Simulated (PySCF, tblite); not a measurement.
C₄H₂F₃O₂ (charge -1).
Numbering: `[CH2:1]=[C:2]([C:3](=[O:4])[O-:5])[C:6]([F:7])([F:8])[F:9]` (hydrogens: H10, H11 on C1)
Bond orders are those of one Lewis drawing.

Computed with GFN2-xTB (tblite), gas phase: nudged elastic band of 9 images (0 to 8), spring 0.2 eV/Å², climbing image at the end, force threshold 0.05 eV/Å. No saddle search or frequency run followed, so the top image need not be a first-order saddle, and its height can exceed the method's true barrier by a kcal/mol or more.

Path: rotation about C2–C6 (fully substituted alkene carbon, CF3 carbon), followed by the dihedral C3–C2–C6–F8.

Image 0 (start, dihedral 61°):
```
atom  x, y, z in Å
C1      0.410   -1.285   -0.640
C2      0.160   -0.139   -0.034
C3      1.299    0.630    0.804
O4      0.935    1.686    1.311
O5      2.377    0.042    0.814
C6     -1.185    0.493   -0.097
F7     -2.095   -0.229   -0.835
F8     -1.197    1.707   -0.677
F9     -1.784    0.633    1.099
H10     1.404   -1.692   -0.557
H11    -0.318   -1.843   -1.216
```

Image 8 (end, 0.000 eV, dihedral 180°):
```
atom  x, y, z in Å
C1      0.599   -0.899   -1.033
C2      0.171   -0.113   -0.061
C3      1.111    0.245    1.196
O4      0.600    0.995    2.020
O5      2.215   -0.291    1.145
C6     -1.193    0.479   -0.083
F7     -1.971    0.108    0.949
F8     -1.929    0.122   -1.190
F9     -1.209    1.823   -0.111
H10     1.599   -1.294   -0.957
H11     0.012   -1.173   -1.900
```

Question: What do the inner images look like?

Answer: 
Image 1: +0.011 eV, dihedral 75°
```
atom  x, y, z in Å
C1      0.429   -1.245   -0.696
C2      0.151   -0.147   -0.016
C3      1.282    0.591    0.867
O4      0.916    1.627    1.410
O5      2.361    0.004    0.860
C6     -1.192    0.485   -0.090
F7     -2.162   -0.334   -0.623
F8     -1.221    1.575   -0.890
F9     -1.707    0.862    1.087
H10     1.428   -1.643   -0.617
H11    -0.280   -1.773   -1.319
```

Image 2: +0.034 eV, dihedral 89°
```
atom  x, y, z in Å
C1      0.445   -1.188   -0.743
C2      0.148   -0.135    0.000
C3      1.280    0.547    0.930
O4      0.929    1.563    1.517
O5      2.349   -0.057    0.903
C6     -1.204    0.480   -0.088
F7     -2.192   -0.423   -0.399
F8     -1.291    1.403   -1.081
F9     -1.655    1.083    1.014
H10     1.444   -1.585   -0.670
H11    -0.249   -1.685   -1.409
```

Image 3: +0.058 eV, dihedral 105°
```
atom  x, y, z in Å
C1      0.460   -1.130   -0.784
C2      0.151   -0.113    0.004
C3      1.278    0.500    0.988
O4      0.932    1.477    1.640
O5      2.341   -0.111    0.930
C6     -1.212    0.481   -0.093
F7     -2.200   -0.470   -0.161
F8     -1.382    1.202   -1.239
F9     -1.603    1.290    0.891
H10     1.459   -1.530   -0.712
H11    -0.218   -1.594   -1.489
```

Image 4 (top): +0.069 eV, dihedral 121°
```
atom  x, y, z in Å
C1      0.479   -1.079   -0.828
C2      0.158   -0.089   -0.009
C3      1.264    0.454    1.039
O4      0.901    1.370    1.764
O5      2.332   -0.146    0.950
C6     -1.213    0.487   -0.101
F7     -2.187   -0.458    0.087
F8     -1.485    0.984   -1.347
F9     -1.535    1.475    0.733
H10     1.474   -1.485   -0.749
H11    -0.183   -1.511   -1.566
```

Image 5: +0.060 eV, dihedral 137°
```
atom  x, y, z in Å
C1      0.504   -1.037   -0.876
C2      0.168   -0.075   -0.032
C3      1.235    0.408    1.082
O4      0.831    1.257    1.866
O5      2.317   -0.164    0.980
C6     -1.207    0.494   -0.105
F7     -2.154   -0.386    0.334
F8     -1.595    0.768   -1.393
F9     -1.446    1.627    0.555
H10     1.496   -1.450   -0.790
H11    -0.142   -1.438   -1.647
```

Image 6: +0.036 eV, dihedral 152°
```
atom  x, y, z in Å
C1      0.534   -1.001   -0.931
C2      0.174   -0.078   -0.054
C3      1.193    0.360    1.120
O4      0.738    1.153    1.935
O5      2.291   -0.182    1.027
C6     -1.198    0.496   -0.102
F7     -2.102   -0.262    0.573
F8     -1.713    0.555   -1.375
F9     -1.345    1.740    0.359
H10     1.526   -1.413   -0.842
H11    -0.092   -1.366   -1.735
```

Image 7: +0.012 eV, dihedral 166°
```
atom  x, y, z in Å
C1      0.567   -0.961   -0.987
C2      0.175   -0.096   -0.067
C3      1.145    0.308    1.155
O4      0.645    1.067    1.978
O5      2.255   -0.212    1.085
C6     -1.190    0.491   -0.093
F7     -2.034   -0.099    0.783
F8     -1.828    0.350   -1.304
F9     -1.252    1.807    0.145
H10     1.562   -1.367   -0.898
H11    -0.039   -1.285   -1.823
```

The largest changes of bonds and angles from start to top: C6–F8 1.345 → 1.369 Å, C6–F9 1.345 → 1.332 Å, C2–C3 1.610 → 1.617 Å, C6–F7 1.376 → 1.370 Å, C3–C2–C6 117.3 → 122.6°, C2–C6–F9 114.1 → 118.1°, C1–C2–C6 121.4 → 118.3°. GFN2-xTB torsional profiles can miss by a kcal/mol or more and can put conformers in the wrong order.

Question: What do single points at PBE0/pcSseg-1 (PySCF, no dispersion term) give on some images?

Answer: 
```tsv
image	GFN2-xTB E (eV)	DFT E (eV)	HOMO (eV)	LUMO (eV)
0	0.000	0.000	-1.88	3.44
2	0.034	0.099	-1.85	3.37
4	0.069	0.185	-1.82	3.29
6	0.036	0.106	-1.85	3.36
8	0.000	0.000	-1.88	3.44
```

Energies count from image 0 at each level. At the GFN2-xTB top the DFT energy is 4.3 kcal/mol against 1.6; the geometries weren't optimised at the DFT level.

What follows is the cost of the whole band run. Time: 1.9 s; peak memory 0.19 GiB. Hardware: one thread, Arm Neoverse V2 (aarch64), no GPU, shared host with 96 logical CPUs at a one-minute load of 57.
